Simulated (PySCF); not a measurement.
C2H10GeSi, SMILES [GeH3][SiH](C)C. Heavy atoms are numbered as in [SiH:1]([CH3:2])([CH3:3])[GeH3:4]. Hydrogens are named by the atom that carries them.

The structure is a stationary point at PBE0-D3(BJ)/def2-SVP. The structure was generated by enumeration, and PubChem lists no compound with its InChIKey, so it may never have been made.

All values below come from ωB97X/def2-TZVP (PySCF).

ESP charges are fitted to the potential on shells at 1.4 to 2.0 van der Waals radii. Atomic charges (e), one atom of each kind:

```tsv
atom	IAO	ESP fit	Mulliken
Si1 (SiH)	0.73	0.78	0.22
C2 (CH3)	?	-0.73	-0.48
Ge4 (GeH3)	0.19	-0.13	-0.02
H on Si1	-0.14	-0.19	-0.04
H on C2	?	0.18	0.13
H on Ge4	?	-0.02	0.00
```

Task: What belongs in the gaps? (Estimate from the structure and the level; the computed values follow.)

Result: 
- C2 (CH3), IAO: -0.71
- H on C2, IAO: 0.15
- H on Ge4, IAO: -0.09
